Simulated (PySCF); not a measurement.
Spin-rotation constants: SMILES CC#[C][Al@@H-]1[O+]=CCC[S]1, C6H9AlOS

Molfile (atoms numbered from 1):
```
C6H9AlOS
     RDKit          3D

 18 18  0  0  0  0  0  0  0  0999 V2000
    4.5735   -0.0769    0.4793 C   0  0  0  0  0  0  0  0  0  0  0  0
    3.1866   -0.2115    0.0803 C   0  0  0  0  0  0  0  0  0  0  0  0
    2.0249   -0.3197   -0.2583 C   0  0  0  0  0  0  0  0  0  0  0  0
    0.1996   -0.5966   -0.8587 Al  0  0  2  0  0  4  0  0  0  0  0  0
   -0.7552    0.9431   -0.7886 O   0  0  0  0  0  0  0  0  0  0  0  0
   -1.8860    1.3394   -0.4750 C   0  0  0  0  0  0  0  0  0  0  0  0
   -2.9855    0.3761   -0.4212 C   0  0  0  0  0  0  0  0  0  0  0  0
   -2.6872   -0.4904    0.8473 C   0  0  0  0  0  0  0  0  0  0  0  0
   -1.1228   -1.4081    0.8369 S   0  0  0  0  0  0  0  0  0  0  0  0
    5.1435   -0.9423    0.1394 H   0  0  0  0  0  0  0  0  0  0  0  0
    5.0056    0.8236    0.0411 H   0  0  0  0  0  0  0  0  0  0  0  0
    4.6476   -0.0123    1.5653 H   0  0  0  0  0  0  0  0  0  0  0  0
   -0.2522   -1.2009   -2.2048 H   0  0  0  0  0  0  0  0  0  0  0  0
   -2.0068    2.3429   -0.0535 H   0  0  0  0  0  0  0  0  0  0  0  0
   -2.9444   -0.2935   -1.2837 H   0  0  0  0  0  0  0  0  0  0  0  0
   -3.9664    0.8357   -0.3147 H   0  0  0  0  0  0  0  0  0  0  0  0
   -2.7073    0.1334    1.7422 H   0  0  0  0  0  0  0  0  0  0  0  0
   -3.4762   -1.2357    0.9151 H   0  0  0  0  0  0  0  0  0  0  0  0
  1  2  1  0
  2  3  3  0
  3  4  1  0
  4  5  1  0
  5  6  2  0
  6  7  1  0
  7  8  1  0
  8  9  1  0
  9  4  1  0
  1 10  1  0
  1 11  1  0
  1 12  1  0
  4 13  1  6
  6 14  1  0
  7 15  1  0
  7 16  1  0
  8 17  1  0
  8 18  1  0
M  CHG  2   4  -1   5   1
M  END
```

Theory: GIAO PBE0/pcSseg-1 magnetisability, rotational g tensor and spin-rotation constants, non-relativistic, gas phase in PySCF 2.14.0. Geometry: GFN2-xTB.

Problem. Give the nuclear spin-rotation constants along the inertial axes (H = +C I·J) beside the isotropic shieldings.

Solution. Rotational constants 2.5478, 0.5766, 0.5150 GHz. A star marks the isotopologue with that one atom substituted, in its own axes.
| atom | isotope | Caa (kHz) | Cbb (kHz) | Ccc (kHz) | mean (kHz) | σ (ppm) |
| --- | --- | --- | --- | --- | --- | --- |
| Al4 | 27Al | 1.404 | 0.331 | 0.266 | 0.667 | 445.8 |
| H10 | 1H | -0.175 | -0.045 | -0.021 | -0.080 | 29.6 |
| H11 | 1H | -0.230 | 0.003 | -0.053 | -0.093 | 29.7 |
| H12 | 1H | -0.281 | -0.039 | -0.005 | -0.108 | 29.7 |
| H13 | 1H | -0.174 | -0.044 | 0.012 | -0.069 | 27.4 |
| H14 | 1H | -0.231 | -0.022 | 0.025 | -0.075 | 22.3 |
| H15 | 1H | -0.280 | -0.065 | 0.013 | -0.111 | 29.5 |
| H16 | 1H | 0.102 | -0.064 | -0.054 | -0.005 | 28.2 |
| H17 | 1H | -0.292 | -0.053 | 0.015 | -0.110 | 28.9 |
| H18 | 1H | -0.105 | -0.023 | -0.040 | -0.056 | 27.7 |
| C1 | 13C* | 0.290 | 0.073 | 0.065 | 0.143 | 180.4 |
| C2 | 13C* | 0.152 | 0.237 | 0.196 | 0.195 | 75.2 |
| C3 | 13C* | 0.164 | 0.214 | 0.179 | 0.185 | 92.2 |
| O5 | 17O* | -1.961 | -0.135 | -0.233 | -0.776 | -196.7 |
| C6 | 13C* | 1.430 | 0.194 | 0.231 | 0.619 | -36.6 |
| C7 | 13C* | 0.538 | 0.101 | 0.094 | 0.244 | 136.4 |
| C8 | 13C* | 0.399 | 0.093 | 0.101 | 0.198 | 148.1 |
| S9 | 33S* | 0.561 | 0.099 | 0.107 | 0.256 | 622.6 |

For the geometry as given, no vibrational averaging.
